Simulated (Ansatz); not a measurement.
Cs₃⁻. Total charge -1; triplet. Geometry PBE/def2-TZVPD; atoms count from 1.

```xyz
3

Cs    0.005    0.005    0.006
Cs    3.932   -3.695   -0.107
Cs   -3.937    3.690    0.101
```

In the def2 sets Cs takes a core potential; there is no spin–orbit coupling. The highest occupied level of the charge -1 triplet lies above zero (up to 0.01 eV). The electron is either unbound and held by the finite basis, or the level is raised by self-interaction error. At PBE0/def2-TZVPD a broken-symmetry singlet of charge -1 lies 0.31 eV below the triplet, each at its own geometry. The structure comes from a short search, and lower isomers may exist.

**Question.** Estimate the Mulliken populations from the PBE0/def2-TZVPD orbitals of Ansatz.

**Answer.** 
```
atom  charge (e)  spin (α − β)
 Cs1       -0.57          0.42
 Cs2       -0.22          0.79
 Cs3       -0.22          0.79
```
Mulliken values depend strongly on the basis. With diffuse functions, as here, like atoms can get unlike values, and bond orders can come out too low or too high.

**Question.** Where does the spin sit?

**Answer.** Summed by element: Cs 2.00, of 2 unpaired in all. Largest on single atoms: Cs2 0.79, Cs3 0.79, Cs1 0.42.
